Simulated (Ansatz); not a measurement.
Basis-set extrapolation for `O=C1CCSCC1` (PBE0-D4/def2-TZVP geometry, frozen core, Ansatz 0.2.0). Multiplicity 1, RHF reference.

```json
{"": "HF", "def2-TZVPP": "-666.505234", "def2-QZVPP": "-666.528515"}
{"": "MP2 correlation", "def2-TZVPP": "-1.233518", "def2-QZVPP": "-1.320324"}
{"": "CCSD(T) correlation", "def2-TZVPP": "-1.342651", "def2-QZVPP": "not run"}
```

Energies in hartree. Use E(X) = E(∞) + A·exp(−7.88·√X) for Hartree–Fock and E(X) = E(∞) + B·X^(−2.97) for correlation, with X = 3 and 4, and add CCSD(T) minus MP2 of the smaller set to the MP2 limit.

Question: What is the CCSD(T) energy at the basis-set limit?

Answer: HF limit: -666.528515 + (-0.023281) × 0.13774 = -666.53172. MP2 limit: -1.320324 + (-0.086806) × 0.74074 = -1.38462. Higher-order term: -1.342651 − (-1.233518) = -0.10913. Total: -668.02547 hartree, 466.2 kJ/mol below CCSD(T)/def2-TZVPP.
